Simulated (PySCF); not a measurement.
Stationary points of [YO2]-

Method: PBE0 in PySCF with Y def2-TZVPD with ECP28, O def2-TZVPD; scalar-relativistic core potentials, no spin–orbit coupling; density-fitted integrals.

Relaxations began from a few typed shapes. The search is not exhaustive: other isomers or separated fragments can lie lower, and high-lying points may rest on an excited occupation.

(1) Order these stationary points by electronic energy, lowest first, in kJ/mol from the lowest minimum.
A. singlet C2v: O–O 1.469 Å, Y–O 2.024 Å (×2); O–O–Y 68.7° (×2), O–Y–O 42.5°
B. singlet D∞h: Y–O 1.997 Å (×2); O–Y–O 180.0°
C. singlet C2v: Y–O 1.926 Å (×2); O–Y–O 117.8°

(2) Which of them are minima?

Results:

(1) C (0.0), B (62.8), A (147.9).

(2) By energy in kJ/mol, 0.0: minimum; 62.8: saddle point, 2 imaginary modes; 147.9: minimum.

Formally Y is in oxidation state +3, d0. A d0 centre has no lone pair, yet it is C2v rather than linear: covalent bonding through the d orbitals favours lower symmetry. The polar-tensor charge on Y, 1.48, is far below the formal one.

For the lowest minimum: the lowest empty level of this anion is unbound, so it and the gap depend on the basis.
